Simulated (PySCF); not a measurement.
H10Si4, charge +1, doublet, at a GFN2-xTB geometry (a state made from the parent by changing its charge; the spin is typed, not shown lowest); CAMB3LYP/3-21G (PySCF).

The PySCF input:
```python
from pyscf import gto, scf, dft

mol = gto.Mole()
mol.atom = '''
    Si    0.197941    2.032596   -0.870970
    Si   -0.101204    0.036891    0.559683
    Si    2.047711   -0.954613   -0.073907
    Si   -2.161009   -1.118910    0.436377
    H     1.455592    2.698511   -0.558155
    H     0.144703    1.512389   -2.231995
    H    -0.974498    2.817727   -0.508898
    H     0.121769    0.520420    1.935602
    H     3.152074   -0.063334    0.263217
    H     1.952334   -1.205445   -1.508666
    H     2.055886   -2.183609    0.710762
    H    -2.100095   -2.294645    1.303517
    H    -3.243137   -0.221017    0.838840
    H    -2.332760   -1.524494   -0.960794
'''
mol.basis = '3-21g'
mol.charge = 1
mol.spin = 1
mol.verbose = 4
mol.build()

mf = dft.UKS(mol)
mf.xc = 'camb3lyp'
mf.kernel()
mf.analyze()
```

**Question.** Predict the main parts of the log of this PySCF run.

**Answer.** 
```
PySCF version 2.14.0

[INPUT] verbose = 4
[INPUT] num. atoms = 14
[INPUT] num. electrons = 65
[INPUT] charge = 1
[INPUT] spin (= nelec alpha-beta = 2S) = 1
[INPUT] symmetry False subgroup None
[INPUT] Mole.unit = angstrom
[INPUT] Symbol           X                Y                Z      unit          X                Y                Z       unit  Magmom
[...]
nuclear repulsion = 321.067777989408
number of shells = 48
number of NR pGTOs = 138
number of NR cGTOs = 72
basis = 3-21g
ecp = {}

******** <class 'pyscf.dft.uks.UKS'> ********
method = UKS
initial guess = minao
damping factor = 0
level_shift factor = 0
DIIS = <class 'pyscf.scf.diis.CDIIS'>
diis_start_cycle = 1
diis_space = 8
diis_damp = 0
SCF conv_tol = 1e-09
SCF conv_tol_grad = None
SCF max_cycles = 50
direct_scf = True
direct_scf_tol = 1e-13
number electrons alpha = 33  beta = 32
XC library pyscf.dft.libxc version 7.1.2
    S. Lehtola, C. Steigemann, M. J. T. Oliveira, and M. A. L. Marques,  SoftwareX 7, 1–5 (2018)
XC functionals = camb3lyp
    T. Yanai, D. P. Tew, and N. C. Handy,  Chem. Phys. Lett. 393, 51 (2004)
radial grids:
    Treutler-Ahlrichs [JCP 102, 346 (1995); DOI:10.1063/1.469408] (M4) radial grids

becke partition: Becke, JCP 88, 2547 (1988); DOI:10.1063/1.454033
pruning grids: <function nwchem_prune>
grids dens level: 3
symmetrized grids: False
atomic radii adjust function: <function treutler_atomic_radii_adjust>
small_rho_cutoff = 0
Set gradient conv threshold to 3.16228e-05
tot grids = 174800
init E= -1156.63298573921

cycle= 1 E= -1157.38398556606  delta_E= -0.751  |g|= 0.205  |ddm|= 2.06
cycle= 2 E= -1157.41468659996  delta_E= -0.0307  |g|= 0.112  |ddm|= 0.568
cycle= 3 E= -1157.42500512538  delta_E= -0.0103  |g|= 0.0136  |ddm|= 0.185
cycle= 4 E= -1157.42523376325  delta_E= -0.000229  |g|= 0.00494  |ddm|= 0.0379
cycle= 5 E= -1157.42526585055  delta_E= -3.21e-05  |g|= 0.00114  |ddm|= 0.0116
cycle= 6 E= -1157.42527045974  delta_E= -4.61e-06  |g|= 0.000369  |ddm|= 0.00496
cycle= 7 E= -1157.42527101504  delta_E= -5.55e-07  |g|= 0.000118  |ddm|= 0.0019
cycle= 8 E= -1157.42527105258  delta_E= -3.75e-08  |g|= 4.72e-05  |ddm|= 0.000479
cycle= 9 E= -1157.4252710597  delta_E= -7.11e-09  |g|= 1.55e-05  |ddm|= 0.000234
cycle= 10 E= -1157.42527106047  delta_E= -7.76e-10  |g|= 6.27e-06  |ddm|= 6.14e-05
Extra cycle  E= -1157.42527106068  delta_E= -2.05e-10  |g|= 4.23e-06  |ddm|= 2.52e-05
converged SCF energy = -1157.42527106068  <S^2> = 0.75493517  2S+1 = 2.0049291
**** SCF Summaries ****
Total Energy =                       -1157.425271060677460
Nuclear Repulsion Energy =             321.067777989407830
One-electron Energy =                -2231.207516362878778
Two-electron Energy =                  752.714467312793431
Two-electron Coulomb Energy =          839.530246887440626
DFT Exchange-Correlation Energy =      -86.815779574647138
**** MO energy ****
                             alpha | beta                alpha | beta
[...]
To work with the spin densities directly, `use mulliken_meta_spin()` only printing them here.

 ** Mulliken spin pop alpha/beta on meta-lowdin orthogonal AOs **
 ** Mulliken Spin Density (per AO)  **
spin_pop of  0 Si 1s       -0.00000
spin_pop of  0 Si 2s       -0.00000
spin_pop of  0 Si 3s        0.00825
spin_pop of  0 Si 4s        0.00044
spin_pop of  0 Si 2px      -0.00000
spin_pop of  0 Si 2py       0.00001
spin_pop of  0 Si 2pz       0.00001
spin_pop of  0 Si 3px      -0.00398
spin_pop of  0 Si 3py       0.17774
spin_pop of  0 Si 3pz       0.08635
spin_pop of  0 Si 4px       0.00045
spin_pop of  0 Si 4py       0.00141
spin_pop of  0 Si 4pz       0.00111
spin_pop of  1 Si 1s       -0.00000
spin_pop of  1 Si 2s       -0.00000
spin_pop of  1 Si 3s       -0.00038
spin_pop of  1 Si 4s       -0.00014
spin_pop of  1 Si 2px       0.00000
spin_pop of  1 Si 2py       0.00002
spin_pop of  1 Si 2pz      -0.00000
spin_pop of  1 Si 3px       0.07766
spin_pop of  1 Si 3py       0.33297
spin_pop of  1 Si 3pz       0.00956
spin_pop of  1 Si 4px       0.00055
spin_pop of  1 Si 4py       0.00163
spin_pop of  1 Si 4pz       0.00032
spin_pop of  2 Si 1s       -0.00000
spin_pop of  2 Si 2s       -0.00000
spin_pop of  2 Si 3s        0.00630
spin_pop of  2 Si 4s        0.00040
spin_pop of  2 Si 2px       0.00001
spin_pop of  2 Si 2py       0.00000
spin_pop of  2 Si 2pz       0.00000
spin_pop of  2 Si 3px       0.14041
spin_pop of  2 Si 3py       0.06082
spin_pop of  2 Si 3pz       0.00711
spin_pop of  2 Si 4px       0.00130
spin_pop of  2 Si 4py       0.00090
spin_pop of  2 Si 4pz       0.00048
spin_pop of  3 Si 1s       -0.00000
spin_pop of  3 Si 2s        0.00000
spin_pop of  3 Si 3s       -0.00353
spin_pop of  3 Si 4s        0.00011
spin_pop of  3 Si 2px      -0.00000
spin_pop of  3 Si 2py      -0.00000
spin_pop of  3 Si 2pz      -0.00000
spin_pop of  3 Si 3px      -0.01372
spin_pop of  3 Si 3py      -0.00592
spin_pop of  3 Si 3pz      -0.00214
spin_pop of  3 Si 4px       0.00011
spin_pop of  3 Si 4py       0.00040
spin_pop of  3 Si 4pz       0.00005
spin_pop of  4 H 1s       -0.00436
spin_pop of  4 H 2s        0.00012
spin_pop of  5 H 1s       -0.00013
spin_pop of  5 H 2s        0.00013
spin_pop of  6 H 1s        0.05284
spin_pop of  6 H 2s        0.00020
spin_pop of  7 H 1s       -0.01202
spin_pop of  7 H 2s        0.00027
spin_pop of  8 H 1s       -0.00540
spin_pop of  8 H 2s        0.00009
spin_pop of  9 H 1s       -0.00162
spin_pop of  9 H 2s        0.00010
spin_pop of  10 H 1s        0.05712
spin_pop of  10 H 2s        0.00017
spin_pop of  11 H 1s        0.01531
spin_pop of  11 H 2s       -0.00001
spin_pop of  12 H 1s        0.00997
spin_pop of  12 H 2s       -0.00001
spin_pop of  13 H 1s        0.00017
spin_pop of  13 H 2s       -0.00000
 ** Mulliken Spin Density (per atom)  **
spin density of  0 Si =      0.27178
spin density of  1 Si =      0.42219
spin density of  2 Si =      0.21774
spin density of  3 Si =     -0.02465
spin density of  4 H =     -0.00424
spin density of  5 H =      0.00001
spin density of  6 H =      0.05304
spin density of  7 H =     -0.01175
spin density of  8 H =     -0.00531
spin density of  9 H =     -0.00153
spin density of  10 H =      0.05729
spin density of  11 H =      0.01529
spin density of  12 H =      0.00996
spin density of  13 H =      0.00016
 ** Mulliken pop alpha/beta on meta-lowdin orthogonal AOs **
 ** Mulliken pop       alpha | beta **
In total            33.00000 | 32.00000
 ** Mulliken atomic charges   ( Nelec_alpha | Nelec_beta ) **
charge of  0Si =      0.36007  (     6.95586      6.68407 )
charge of  1Si =      0.13710  (     7.14255      6.72035 )
charge of  2Si =      0.33939  (     6.93917      6.72143 )
charge of  3Si =      0.24843  (     6.86346      6.88811 )
charge of  4H =     -0.00443  (     0.50010      0.50434 )
charge of  5H =     -0.01207  (     0.50604      0.50603 )
charge of  6H =      0.00805  (     0.52249      0.46946 )
charge of  7H =     -0.00570  (     0.49698      0.50873 )
charge of  8H =     -0.00626  (     0.50047      0.50578 )
charge of  9H =     -0.01691  (     0.50769      0.50922 )
charge of  10H =      0.00718  (     0.52506      0.46776 )
charge of  11H =     -0.01147  (     0.51338      0.49809 )
charge of  12H =     -0.01308  (     0.51152      0.50156 )
charge of  13H =     -0.03031  (     0.51524      0.51507 )

WARN: System has nonzero charge 1; the dipole moment is origin-dependent.
Location of origin: [0. 0. 0.]

Dipole moment(X, Y, Z, Debye):  1.26984,  0.86202, -0.42113
```
